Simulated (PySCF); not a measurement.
# Static response to an electric field

C3H11AsSi.
Atom-mapped SMILES: `[CH3:1][CH2:2][CH2:3][AsH:4][SiH3:5]` (hydrogens: H6, H7, H8 on C1; H9, H10 on C2; H11, H12 on C3; H13 on As4; H14, H15, H16 on Si5)

Cartesian coordinates in Å at the PBE0-D3(BJ)/def2-SVP level; atoms count from 1:
```
atom  x, y, z in Å
C1    -2.354    0.227    0.085
C2    -1.264   -0.521    0.836
C3    -0.355   -1.367   -0.046
As4    0.576   -0.322   -1.471
Si5    1.919    0.977   -0.016
H6    -1.934    0.954   -0.629
H7    -2.989   -0.466   -0.491
H8    -3.006    0.783    0.776
H9    -0.655    0.197    1.415
H10   -1.727   -1.183    1.589
H11    0.396   -1.894    0.561
H12   -0.944   -2.132   -0.579
H13    1.704   -1.332   -1.670
H14    2.407    0.191    1.162
H15    1.135    2.145    0.492
H16    3.095    1.497   -0.779
```

Level: CAM-B3LYP/def2-SVPD (PySCF), static field, nuclei fixed, core orbitals frozen in the response. The polarisability tensor in these axes (au):

```
x   108.94   9.79  -1.71
y     9.79  94.98   4.33
z    -1.71   4.33  96.33
```

Task: Diagonalise the tensor; give its mean and Δα, where Δα² is half the sum of the squared differences of the eigenvalues.

Result: Principal values 87.50, 98.75 and 114.00 au; mean 100.08 au = 14.83 Å³ = 16.50 × 10⁻⁴⁰ C²·m²/J; Δα = 23.03 au (23 % of the mean).

Task: What is the dipole moment, and where does it point?

Result: (-0.52, -0.67, 0.81) D, 1.17 D in size, pointing from the negative to the positive side. Measured along this direction, the outermost atoms are H16 at the negative end and H10 at the positive end.

Task: Orientational against electronic polarisability at 250 K (dilute gas, rigid molecules)?

Result: In Gaussian units μ²/3kT = 13.25 Å³ against 14.83 Å³, a ratio of 0.89; the Debye molar polarisation (4π/3)N_A(α + μ²/3kT) is 70.8 cm³/mol, leaving out the vibrational part.

Task: Sum over states: ᾱ = Σ f/ω², ω in Eh. What share falls to these 10 lowest TDDFT singlets (eV, f)? 5.92, 0.0410; 6.28, 0.0891; 6.39, 0.1374; 7.14, 0.0049; 7.22, 0.0016; 7.41, 0.0470; 7.55, 0.1351; 7.63, 0.0301; 7.85, 0.0662; 7.93, 0.1409.

Result: They add up to 10.35 au, 10.3 % of the 100.08 au; the largest single term is 2.49 au, from the state at 6.39 eV. Terms in order: 0.87, 1.67, 2.49, 0.07, 0.02, 0.63, 1.76, 0.38, 0.79, 1.66 au. Higher excitations give the rest. The strengths listed sum to 0.693.

Task: Give the eigenvalues of the traceless quadrupole moment Θ = ½Σq(3rr − r²1), origin at the centre of nuclear charge.

Result: -2.98, 1.09, 1.89 D·Å. The values depend on the origin, since the dipole doesn't vanish. The electronic extent ⟨r²⟩ about the same centre is 1053 bohr², a root-mean-square distance of 1.97 Å for the 76 electrons.

Isolated species at its PBE0-D3(BJ)/def2-SVP geometry (one conformer only). The calculation is non-relativistic, for arsenic too.
